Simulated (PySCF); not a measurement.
Field gradients at the hydrogen positions

Compound: C₆H₇PS.
SMILES with atom numbers: `[CH2:1]=[CH:2][c:3]1[p:4][c:5]([CH3:6])[cH:7][s:8]1` (hydrogens: H9, H10 on C1; H11 on C2; H12, H13, H14 on C6; H15 on C7)

Cartesian coordinates in Å at the GFN2-xTB level; atoms count from 1:
```
atom  x, y, z in Å
C1    -3.4224   -0.3599    0.2412
C2    -2.4236    0.4756   -0.0369
C3    -1.0249    0.1575    0.0397
P4     0.2114    1.3000   -0.3363
C5     1.5343    0.1569   -0.0004
C6     2.9656    0.5700   -0.1525
C7     1.1653   -1.0850    0.3927
S8    -0.5100   -1.4295    0.5262
H9    -3.2384   -1.3746    0.5549
H10   -4.4508   -0.0553    0.1631
H11   -2.6334    1.4914   -0.3508
H12    3.1854    1.4124    0.5023
H13    3.6347   -0.2512    0.0947
H14    3.1598    0.8859   -1.1770
H15    1.8428   -1.8863    0.6323
```

Level: PBE0/pcSseg-1 (PySCF, non-relativistic); Q(2H) = 0.00286 b; rigid geometry, the same for H and D, with no vibrational averaging.

**Question.** Rank these positions by the coupling χzz of a deuteron there, largest first.
A. H13 (methyl hydrogen)
B. H10 (vinylic hydrogen)
C. H9 (vinylic hydrogen)

**Answer.** B (229 kHz), C (224 kHz), A (211 kHz).

**Question.** What are Vzz, η and χzz (234.96 MHz × Q × Vzz) at all hydrogens?

**Answer.** 
| atom | bonded to | bond length (Å) | Vzz (au) | η | χzz (kHz) |
| --- | --- | --- | --- | --- | --- |
| H9 | C1 | 1.078 | 0.3327 | 0.08 | 224 |
| H10 | C1 | 1.075 | 0.3403 | 0.05 | 229 |
| H11 | C2 | 1.084 | 0.3173 | 0.08 | 213 |
| H12 | C6 | 1.089 | 0.3098 | 0.03 | 208 |
| H13 | C6 | 1.088 | 0.3135 | 0.04 | 211 |
| H14 | C6 | 1.090 | 0.3096 | 0.03 | 208 |
| H15 | C7 | 1.076 | 0.3360 | 0.10 | 226 |

**Question.** How does χzz go with the bond length over the 7 C–H bonds?

**Answer.** A straight-line fit has a slope of -14.0 kHz for each 0.01 Å, with a correlation coefficient of -0.99, over lengths from 1.075 to 1.090 Å. The longer bonds have the smaller couplings here.

Geometry: GFN2-xTB, one conformer, isolated molecule. GFN2-xTB bond lengths can be off by several hundredths of an ångström, more for odd bonds, and the gradients follow them. A larger basis could move these couplings by a tenth or more.
